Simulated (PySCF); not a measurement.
# Ionisation energy along the 1-electron series

Calculated with PySCF 2.14 and a two-component X2C-1e Hamiltonian (Gaussian nucleus, no Breit or QED terms), each ion in its own even-tempered basis scaled to its charge; GMP2 freezes nothing and drops the highest virtual spinors. Values in eV. NIST values: (m) measured, (s) semi-empirical, (t) theoretical.

```json
{"ion": "Cd⁴⁷⁺", "configuration": "1s1", "GHF (screened spin-orbit)": "32371.4", "NIST": "32341.6 (t)"}
{"ion": "In⁴⁸⁺", "configuration": "1s1", "GHF (screened spin-orbit)": "33782.3", "NIST": "33750.4 (t)"}
{"ion": "Sn⁴⁹⁺", "configuration": "1s1", "GHF (screened spin-orbit)": "35226.5", "NIST": "35192.5 (t)"}
{"ion": "Sb⁵⁰⁺", "configuration": "1s1", "GHF (screened spin-orbit)": "36704.5", "NIST": "36668.2 (t)"}
{"ion": "Te⁵¹⁺", "configuration": "1s1", "GHF (screened spin-orbit)": "38216.4", "NIST": "38177.7 (t)"}
{"ion": "I⁵²⁺", "configuration": "1s1", "GHF (screened spin-orbit)": "39762.8", "NIST": "39721.5 (t)"}
{"ion": "Xe⁵³⁺", "configuration": "1s1", "GHF (screened spin-orbit)": "41343.7", "NIST": "41299.9 (t)"}
{"ion": "Cs⁵⁴⁺", "configuration": "1s1", "GHF (screened spin-orbit)": "42959.7", "NIST": "42913.1 (t)"}
{"ion": "La⁵⁶⁺", "configuration": "1s1", "GHF (screened spin-orbit)": "46298.1", "NIST": "46245.8 (t)"}
{"ion": "Ce⁵⁷⁺", "configuration": "1s1", "GHF (screened spin-orbit)": "48021.3", "NIST": "47965.9 (t)"}
{"ion": "Pr⁵⁸⁺", "configuration": "1s1", "GHF (screened spin-orbit)": "49781.1", "NIST": "49722.4 (t)"}
```

Q: Fill in the row of Ba⁵⁵⁺.

A: configuration: 1s1; GHF (screened spin-orbit): 44611.0; NIST: 44561.6 (t).
